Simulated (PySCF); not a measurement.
SMILES OC[SiH2]S (CAM-B3LYP/def2-SVP optimised geometry):

```
10

O      0.980     0.136     1.092
C      0.580    -0.671     0.000
Si    -1.312    -0.671     0.000
S     -1.941     1.379     0.000
H      1.941     0.215     1.098
H      0.955    -1.710     0.087
H      0.941    -0.274    -0.968
H     -1.839    -1.319    -1.230
H     -1.803    -1.417     1.190
H     -0.927     1.710     0.831
```

Calculation: CAM-B3LYP/def2-TZVP run with PySCF.

### Question
What are the frontier orbital energies and the dipole moment?

### Answer
HOMO-2 -10.10 eV, HOMO-1 -9.87 eV, HOMO -8.52 eV, LUMO 1.20 eV, LUMO+1 1.49 eV; dipole moment 2.86 D.

Meta-Löwdin charges at CAM-B3LYP/def2-TZVP: O1 -0.55, C2 -0.23, Si3 0.64, S4 -0.32, H5 0.34, H6 0.10, H7 0.10, H8 -0.10, H9 -0.11, H10 0.12.
